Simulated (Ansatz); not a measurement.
PtS3⁻ was relaxed with r2SCAN-D4 (def2-SVPD) in Ansatz in these states: charge -1 doublet, charge -1 quartet. The geometries follow in no particular order.

In the def2 sets Pt takes a core potential; there is no spin–orbit coupling.

A:

```tsv
atom	x (Å)	y (Å)	z (Å)
Pt1	0.024	0.160	-0.519
S2	0.757	-1.088	1.408
S3	-0.904	0.131	1.705
S4	0.123	0.797	-2.594
```

B:

```tsv
atom	x (Å)	y (Å)	z (Å)
Pt1	-0.237	-0.080	-0.469
S2	0.813	1.337	1.037
S3	0.647	-0.616	1.718
S4	-1.222	-0.641	-2.287
```

Task: Judge from the bond lengths which geometry belongs to which state (an estimate).

Result: A is the charge -1 quartet (Pt1–S2 2.410 Å, Pt1–S4 2.173 Å, Pt1–S3 2.411 Å); B is the charge -1 doublet (Pt1–S2 2.319 Å, Pt1–S4 2.143 Å, Pt1–S3 2.419 Å).
